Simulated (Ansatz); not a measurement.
Total energies of BrH₂Sn (`[Br][SnH2]`) radical.

```xyz
4

Br   -1.307   -0.134   -1.692
Sn   -0.141    0.324    0.463
H     1.370    1.027    0.027
H     0.078   -1.217    1.202
```

Charge 0, multiplicity 2. Correlated methods include outer-core shells of Br, Sn, which these sets cover unevenly. Scalar relativity is left out up to krypton. Sn: def2 effective core potential. The geometry is a stationary point of PBE0-D4/def2-TZVP. Basis def2-TZVPP, Ansatz 0.2.0.

RPA on PBE orbitals: Hartree–Fock energy of these orbitals -2786.90922 Eh, correlation -0.87456 Eh (frozen core).

```csv
functional,energy without D4 (Eh),D4 term (kJ/mol)
LC-ωPBE,-2789.33956,–
ωB97X-V,-2789.40267,–
```

(1) Give the same for LDA (SPW92), PBE, revPBE, BLYP, r2SCAN, B97M-V, PBE0, B3LYP, r2SCANh, r2SCAN0, HSE06 (plane-wave form), BHLYP, CAM-B3LYP, ωB97M-V, B2PLYP, PBE-QIDH. (Best estimate.)

B3LYP takes the VWN-RPA correlation (the form of Gaussian; ORCA's B3LYP/G). HSE06 is the plane-wave form, built on full-range PBE exchange. The double hybrids freeze the cores in their second-order part.

## Answers

(1) The calculation gave: 
```csv
functional,energy without D4 (Eh),D4 term (kJ/mol)
LDA (SPW92),-2785.74057,–
PBE,-2789.26629,-7.4
revPBE,-2789.48715,-16.9
BLYP,-2789.62983,-15.6
r2SCAN,-2789.72741,-1.5
B97M-V,-2789.19956,–
PBE0,-2789.36731,-6.3
B3LYP,-2789.76618,-12.3
r2SCANh,-2789.71553,-1.7
r2SCAN0,-2789.69866,-1.9
HSE06 (plane-wave form),-2789.37004,-6.0
BHLYP,-2789.58220,-12.3
CAM-B3LYP,-2789.76808,-6.6
ωB97M-V,-2789.46011,–
B2PLYP,-2789.06364,–
PBE-QIDH,-2788.85914,–
```

LC-ωPBE has ω = 0.4 bohr⁻¹.
